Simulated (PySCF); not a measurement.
Members of one series of related molecules.

All values: PBE0/pcSseg-1 (PySCF) at GFN2-xTB geometries, gas phase, one conformer each.

Question: Rank by HOMO energy, lowest first.
A. `C[C@@H](Cl)[SiH2][C@H]1C=C[SiH2]C1`
B. `ClC[SiH2][C@@H]1C=C[SiH2][SiH2]1`
C. `ClC[SiH2][Si@@H]1C=C[SiH2]C1`
D. `N#CC1=C[C@H]([SiH2]CCl)C[SiH2]1`

Answer: C (-7.70 eV), D (-7.58 eV), B (-7.37 eV), A (-7.14 eV).

Question: Rank by the lowest Hirshfeld charge on any atom, highest value first.
A. `N#CC1=C[C@H]([SiH2]CCl)C[SiH2]1`
B. `ClC[SiH2][Si@@H]1C=C[SiH2]C1`
C. `ClC[SiH2][C@@H]1C=C[SiH2][SiH2]1`
D. `C[C@@H](Cl)[SiH2][C@H]1C=C[SiH2]C1`

Answer: D (-0.162 e), C (-0.194 e), A (-0.237 e), B (-0.249 e).

All values together:

```tsv
SMILES	change	formula	μ (D)	HOMO (eV)	LUMO (eV)	lowest IAO charge (e)	highest IAO charge (e)	lowest Hirshfeld charge (e)	highest Hirshfeld charge (e)
ClC[SiH2][C@@H]1C=C[SiH2]C1	parent	C5H11ClSi2	2.24	-7.18	-0.34	-0.537 (C)	+0.770 (Si)	-0.159 (C)	+0.334 (Si)
N#CC1=C[C@H]([SiH2]CCl)C[SiH2]1	H on C replaced by CN	C6H10ClNSi2	4.74	-7.58	-1.61	-0.538 (C)	+0.770 (Si)	-0.237 (N)	+0.357 (Si)
ClC[SiH2][C@@H]1C=C[SiH2][SiH2]1	C replaced by Si	C4H11ClSi3	1.28	-7.37	-0.54	-0.641 (C)	+0.773 (Si)	-0.194 (C)	+0.328 (Si)
ClC[SiH2][Si@@H]1C=C[SiH2]C1	C replaced by Si	C4H11ClSi3	1.45	-7.70	-0.79	-0.813 (C)	+0.755 (Si)	-0.249 (C)	+0.330 (Si)
C[C@@H](Cl)[SiH2][C@H]1C=C[SiH2]C1	H on C replaced by CH3	C6H13ClSi2	1.98	-7.14	-0.29	-0.539 (C)	+0.754 (Si)	-0.162 (C)	+0.330 (Si)
```

Conformers: `[Cl:1][CH2:2][SiH2:3][C@@H:4]1[CH:5]=[CH:6][SiH2:7][CH2:8]1` with Cl1–C2–Si3–C4 -179°, C2–Si3–C4–C5 -173°, Si3–C4–C5–C6 -108°, C5–C6–Si7–C8 -8°, C6–Si7–C8–C4 15°, Si3–C4–C8–Si7 101°; `[N:1]#[C:2][C:3]1=[CH:4][C@H:5]([SiH2:6][CH2:7][Cl:8])[CH2:9][SiH2:10]1` with C4–C5–Si6–C7 58°, C5–Si6–C7–Cl8 56°, C3–C4–C5–Si6 106°, C4–C5–C9–Si10 20°, C5–C9–Si10–C3 -16°, C2–C3–Si10–C9 -172°; `[Cl:1][CH2:2][SiH2:3][C@@H:4]1[CH:5]=[CH:6][SiH2:7][SiH2:8]1` with Cl1–C2–Si3–C4 60°, C2–Si3–C4–C5 -173°; `[Cl:1][CH2:2][SiH2:3][Si@@H:4]1[CH:5]=[CH:6][SiH2:7][CH2:8]1` with Cl1–C2–Si3–Si4 63°, C2–Si3–Si4–C5 50°, Si3–Si4–C5–C6 -113°, C5–C6–Si7–C8 -6°, C6–Si7–C8–Si4 10°, Si3–Si4–C8–Si7 107°; `[CH3:1][C@@H:2]([Cl:3])[SiH2:4][C@H:5]1[CH:6]=[CH:7][SiH2:8][CH2:9]1` with C1–C2–Si4–C5 157°, C2–Si4–C5–C6 -60°, Si4–C5–C6–C7 111°, C6–C7–Si8–C9 7°, C7–Si8–C9–C5 -14°, Si4–C5–C9–Si8 -104°.

Question: Give the shifts from the parent, `ClC[SiH2][C@@H]1C=C[SiH2]C1`.

Answer: 
| SMILES | change in μ (D) | change in HOMO (eV) | change in LUMO (eV) |
| --- | --- | --- | --- |
| N#CC1=C[C@H]([SiH2]CCl)C[SiH2]1 | +2.50 | -0.40 | -1.27 |
| ClC[SiH2][C@@H]1C=C[SiH2][SiH2]1 | -0.96 | -0.19 | -0.20 |
| ClC[SiH2][Si@@H]1C=C[SiH2]C1 | -0.79 | -0.52 | -0.45 |
| C[C@@H](Cl)[SiH2][C@H]1C=C[SiH2]C1 | -0.26 | +0.04 | +0.05 |
